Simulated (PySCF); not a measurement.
# Telling isomers of C4H14Si3 apart by NMR

- PBE0/pcSseg-1 with gauge-including orbitals
- coordinates at the GFN2-xTB level
- program: PySCF 2.14.0 with density-fitted response routines
- no solvent model, one conformer, non-relativistic, fast rotation and ring inversion assumed for equivalent nuclei

Scale: TMS for $^{1}$H (σ = 31.72 ppm), $^{13}$C (σ = 186.93 ppm) (reference shieldings calculated alike). Where no couplings were computed, multiplicities follow the n + 1 count of equivalent neighbours, and m marks all less simple cases (inequivalent or close neighbours, rings, F or P nearby). Shifts are as computed. Against solution values, carbons near 30 ppm lie about +3 ppm off and those near 130 ppm about +5 ppm. Of 1211 compounds with measured shifts, 218 miss one by over three times the rms of a fit or turn the order of signals round; such compounds aren't used in these exercises.

(1) Tabulate the signals of `C=C(C)C([SiH3])([SiH3])[SiH3]`, `[SiH3][Si@H]1CCCC[SiH2]1`, `C/C=C\[SiH2][Si@H](C)[SiH3]` and their relative energies.

(2) What is the quickest way to tell C=C(C)C([SiH3])([SiH3])[SiH3] from [SiH3][Si@H]1CCCC[SiH2]1?

(3) What is the quickest way to tell C=C(C)C([SiH3])([SiH3])[SiH3] from C/C=C\[SiH2][Si@H](C)[SiH3]?

(4) What is the quickest way to tell [SiH3][Si@H]1CCCC[SiH2]1 from C/C=C\[SiH2][Si@H](C)[SiH3]?

## Answers

(1) 
```json
{"SMILES": "C=C(C)C([SiH3])([SiH3])[SiH3]", "carbon types": "2×C 1×CH2 1×CH3", "δC": "154.9, 118.4, 27.7, 5.7", "δH": "5.26 (br s, 1H), 4.95 (br s, 1H), 4.10 (s, 9H), 2.04 (s, 3H)", "E rel. (kcal/mol)": "31.2"}
{"SMILES": "[SiH3][Si@H]1CCCC[SiH2]1", "carbon types": "4×CH2", "δC": "31.3, 30.3, 13.0, 11.4", "δH": "4.11 (m, 1H), 3.96 (m, 1H), 3.91 (m, 1H), 3.55 (d, 3H), 2.25 (m, 1H), 2.17 (m, 1H), 1.32 (m, 1H), 1.31 (m, 1H), 1.23 (m, 1H), 1.21 (m, 1H), 0.94 (m, 1H), 0.66 (m, 1H)", "E rel. (kcal/mol)": "0.0"}
{"SMILES": "C/C=C\\[SiH2][Si@H](C)[SiH3]", "carbon types": "2×CH 2×CH3", "δC": "155.9, 125.2, 24.4, -5.6", "δH": "6.91 (m, 1H), 5.88 (m, 1H), 4.50 (m, 1H), 4.19 (m, 1H), 4.01 (m, 1H), 3.35 (d, 3H), 1.91 (d, 3H), 0.36 (d, 3H)", "E rel. (kcal/mol)": "17.1"}
```

Energies are electronic energies at PBE0/pcSseg-1 on these geometries, without zero-point or thermal terms, each for the one conformer computed, which needn't be the lowest.

(2) Both give the same number of carbon signals, but DEPT or the intensities differ. The first has a fully substituted alkene carbon (C) at 154.9 ppm, the second an sp3 CH2 in a ring at 31.3 ppm. In the proton spectra the most deshielded non-exchanging signals are 5.26 (br s, 1H) and 4.11 (m, 1H).

(3) Both give the same number of carbon signals, but DEPT or the intensities differ. The first has a fully substituted alkene carbon (C) at 154.9 ppm, the second an alkene CH at 155.9 ppm. In the proton spectra the most deshielded non-exchanging signals are 5.26 (br s, 1H) and 6.91 (m, 1H).

(4) Both give the same number of carbon signals, but DEPT or the intensities differ. The first has an sp3 CH2 in a ring at 31.3 ppm, the second an alkene CH at 155.9 ppm. In the proton spectra the most deshielded non-exchanging signals are 4.11 (m, 1H) and 6.91 (m, 1H).
